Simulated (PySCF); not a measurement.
Positional isomers: butadiene chloro+silyl. Isolated molecules, 0 K electronic values unless said otherwise. One relaxed conformer stands for each flexible species; it need not be the lowest. Strings in code marks are SMILES.

All values below come from PBE-D3(BJ)/def2-TZVP // CAM-B3LYP-D3(BJ)/def2-TZVP run with PySCF. All candidates: neutral, multiplicity 1. Delta-SCF ions had no search for a lower state. Excitations are Tamm–Dancoff values on a coarser integration grid. The basis has no diffuse functions, so Rydberg states are missing or too high.

```json
{
  "T1 excitation (TDA)": "3.03 eV",
  "LUMO": "-2.55 eV",
  "vertical ionisation energy (Delta-SCF)": "8.83 eV"
}
```

Problem. Say which member has these values.
A. `C=C/C(Cl)=C\[SiH3]` (C–C–C–Cl torsion 0°)
B. `C=C/C=C(/[SiH3])Cl` (C–C–C–C torsion 180°)
C. `[SiH3]/C=C/C=C\Cl` (C–C–C–C torsion 180°)
D. `C=C([SiH3])/C=C\Cl` (Si–C–C–C torsion 129°)

Solution. A, `C=C/C(Cl)=C\[SiH3]` (C–C–C–Cl torsion 0°). The others give `C=C([SiH3])/C=C\Cl` (Si–C–C–C torsion 129°): 3.45 eV, -2.01 eV, 8.74 eV; `C=C/C=C(/[SiH3])Cl` (C–C–C–C torsion 180°): 2.98 eV, -2.36 eV, 8.59 eV; `[SiH3]/C=C/C=C\Cl` (C–C–C–C torsion 180°): 2.98 eV, -2.38 eV, 8.55 eV
